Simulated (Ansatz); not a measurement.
Consider the ligand exchange at the Si–O bond: `B[SiH](B)O` + H–F → `B[SiH](B)F` + H₂O.

Calculated with Ansatz (gas phase, PBE0-D4/def2-TZVP geometries, no zero-point term in ΔE). CCSD(T)/CBS is the MP2 limit (def2-TZVPP, def2-QZVPP) plus CCSD(T) − MP2 in def2-TZVPP, frozen cores. This one scheme is used for every species. Functionals use def2-TZVPP. B3LYP here is the variant with VWN-RPA as its local correlation; programs differ in this. HSE06 is defined as in plane-wave codes. Each species was taken in one conformer, which may not be the lowest.

```
             level  ΔE (kcal/mol)  difference from CCSD(T)/CBS
       LDA (SPW92)           -9.7                          1.2
            PBE-D4          -10.5                          0.4
         revPBE-D4          -10.1                          0.8
           BLYP-D4          -11.3                         -0.4
         r2SCAN-D4          -11.3                         -0.4
            B97M-V          -11.8                         -0.9
           PBE0-D4          -10.4                          0.5
          B3LYP-D4          -11.3                         -0.4
        r2SCANh-D4          -11.1                         -0.2
        r2SCAN0-D4          -11.0                         -0.1
          HSE06-D4          -10.4                          0.5
          BHLYP-D4          -11.6                         -0.7
      CAM-B3LYP-D4          -11.7                         -0.8
           ωB97X-V          -11.4                         -0.5
           ωB97M-V          -11.2                         -0.3
            B2PLYP          -11.5                         -0.6
               PBE          -11.0                         -0.1
            revPBE          -11.3                         -0.4
            r2SCAN          -11.4                         -0.5
              PBE0          -10.9                          0.0
             B3LYP          -12.1                         -1.2
           r2SCANh          -11.3                         -0.4
           r2SCAN0          -11.1                         -0.2
             HSE06          -10.8                          0.1
             BHLYP          -12.2                         -1.3
         CAM-B3LYP          -12.1                         -1.2
           LC-ωPBE          -11.3                         -0.4
RPA@PBE/def2-TZVPP          -10.8                          0.1
       HF/def2-SVP          -12.6                         -1.7
      MP2/def2-SVP          -10.7                          0.2
     CCSD/def2-SVP          -11.3                         -0.4
  CCSD(T)/def2-SVP          -11.1                         -0.2
     HF/def2-TZVPP          -12.8                         -1.9
    MP2/def2-TZVPP          -10.1                          0.8
SCS-MP2/def2-TZVPP          -10.8                          0.1
   CCSD/def2-TZVPP          -10.9                          0.0
CCSD(T)/def2-TZVPP          -10.5                          0.4
     HF/def2-QZVPP          -13.2                         -2.3
    MP2/def2-QZVPP          -10.5                          0.4
     MP2/CBS(def2)          -10.5                          0.4
       CCSD(T)/CBS          -10.9                            0
```

Largest T1 diagnostic among the species: 0.014.

In def2-TZVPP, CCSD(T) changes the Hartree–Fock value by +2.3 kcal/mol (the triples alone add +0.4 kcal/mol) and MP2 by +2.7 kcal/mol. Leaving LDA and LC-ωPBE aside and taking each functional with its dispersion term where it has one, the values spread over 1.7 kcal/mol, from B97M-V to revPBE-D4. LDA lies +1.2 kcal/mol from PBE without D4.
